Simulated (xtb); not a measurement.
Input for xtb: GFN2-xTB on TaCl, 2S+1 = 3, a spin state set in the input, which need not be the lowest, a point of a bond scan (R = 2.397 Å).

```
$ xtb mol.xyz --gfn 2 --sp --chrg 0 --uhf 2
2

Ta     0.00000000     0.00000000     0.00000000
Cl     0.00000000     0.00000000     2.39729600
```

The head of its log:

```
[...]
           -------------------------------------------------
          |                Calculation Setup                |
           -------------------------------------------------



           -------------------------------------------------
          |                 G F N 2 - x T B                 |
           -------------------------------------------------

        Reference                      10.1021/acs.jctc.8b01176
      * Hamiltonian:
        H0-scaling (s, p, d)           1.850000    2.230000    2.230000
        zeta-weighting                 0.500000
      * Dispersion:
        s8                             2.700000
        a1                             0.520000
        a2                             5.000000
        s9                             5.000000
      * Repulsion:
        kExp                           1.500000    1.000000
        rExp                           1.000000
      * Coulomb:
        alpha                          2.000000
        third order                    shell-resolved
        anisotropic                    true
        a3                             3.000000
        a5                             4.000000
        cn-shift                       1.200000
        cn-exp                         4.000000
        max-rad                        5.000000


          ...................................................
          :                      SETUP                      :
          :.................................................:
          :  # basis functions                  20          :
          :  # atomic orbitals                  18          :
          :  # shells                            6          :
          :  # electrons                        12          :
          :  max. iterations                   250          :
          :  Hamiltonian                  GFN2-xTB          :
          :  restarted?                      false          :
          :  GBSA solvation                  false          :
          :  PC potential                    false          :
          :  electronic temp.          300.0000000     K    :
          :  accuracy                    1.0000000          :
          :  -> integral cutoff          0.2500000E+02      :
          :  -> integral neglect         0.1000000E-07      :
          :  -> SCF convergence          0.1000000E-05 Eh   :
          :  -> wf. convergence          0.1000000E-03 e    :
          :  Broyden damping             0.4000000          :
          :  net charge                          0          :
          :  unpaired electrons                  2          :
          ...................................................

 iter      E             dE          RMSdq      gap      omega  full diag
   1     -6.4866924 -0.648669E+01  0.189E+01    0.37       0.0  T
   2     -6.5198521 -0.331597E-01  0.289E+01    0.18       1.0  T
```

**Question.** Predict the final total energy.

**Answer.** -6.5276 hartree.
